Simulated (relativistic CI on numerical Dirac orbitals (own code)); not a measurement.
**Sensitivity of the levels of Au LXIII to α and to the nuclear radius**

Method of calculation: Dirac-Coulomb-Breit CI, KLI orbitals optimised for each configuration, derivatives by finite differences, unscaled Slater integrals, QED left out (own radial code, finite nucleus).

CI space (outside the closed core [Ne]): 3s²3p⁵, 3s²3p⁴3d, 3s3p⁶, 3s3p⁵3d, 3s3p⁴3d², 3p⁶3d, 3p⁵3d², 3p⁴3d³. Double excitations out of closed p, d and f shells are left out; levels of such configurations are missing from the list, as are those of other unlisted configurations, and high levels can miss mixing partners.

With x = (α/α₀)² − 1 an excitation energy changes as ω = ω₀ + qx; K = 2q/ω₀ is the relative enhancement. Terms are leading LS components, so labels can repeat. The field-shift factor is F = δν/δ⟨r²⟩ for the transition from the lowest level.

Lowest level 3s²3p⁵ ²P°3/2.

```csv
Level,ω₀ (cm⁻¹),q (cm⁻¹),F (GHz/fm²)
3s²3p⁴3d ⁴D3/2,2045916,153400,16.6
3s²3p⁴3d ⁴D5/2,2103400,165100,18.9
3s²3p⁴3d ⁴P1/2,2111154,166600,-4.51
3s²3p⁴3d ²F7/2,2130915,140400,21
3s²3p⁴3d ²D3/2,2317080,167100,20.2
3s²3p⁴3d ²F7/2,2922849,1.032e+06,47.3
3s²3p⁴3d ⁴F9/2,2943688,1.022e+06,53.8
3s²3p⁴3d ²P1/2,3010456,1.07e+06,-45.4
3s²3p⁴3d ²D5/2,3204571,1.048e+06,45.8
3s²3p⁴3d ²P3/2,3271835,1.061e+06,47.7
3s²3p⁴3d ²D5/2,3313800,1.065e+06,35.3
3s²3p⁵ ²P°1/2,3855121,4.862e+06,-953
3s3p⁶ ²S1/2,5566116,5.241e+06,-9520
3s²3p⁴3d ⁴D1/2,5800032,5.017e+06,-1300
3s²3p⁴3d ⁴F3/2,5891462,5.003e+06,-921
3s²3p⁴3d ⁴F5/2,5959265,4.986e+06,-915
3s²3p⁴3d ²G7/2,5972326,4.976e+06,-915
3s²3p⁴3d ²D5/2,6259228,5.006e+06,-933
3s²3p⁴3d ²P3/2,6287484,5.024e+06,-930
3s²3p⁴3d ²P1/2,6358931,5.126e+06,-3350
3s²3p⁴3d ⁴D7/2,6710573,5.877e+06,-894
3s²3p⁴3d ²P3/2,6789285,5.888e+06,-904
3s²3p⁴3d ²F5/2,6825725,5.889e+06,-899
```

At this charge energies of transitions that change n are usually good to better than 1 %, and those within a shell (Δn = 0) to a few per cent.

(1) Which transition from the lowest level has the largest |K|?

Results:

(1) 3s²3p⁵ ²P°1/2 at 3855121 cm⁻¹, K = 2.52.
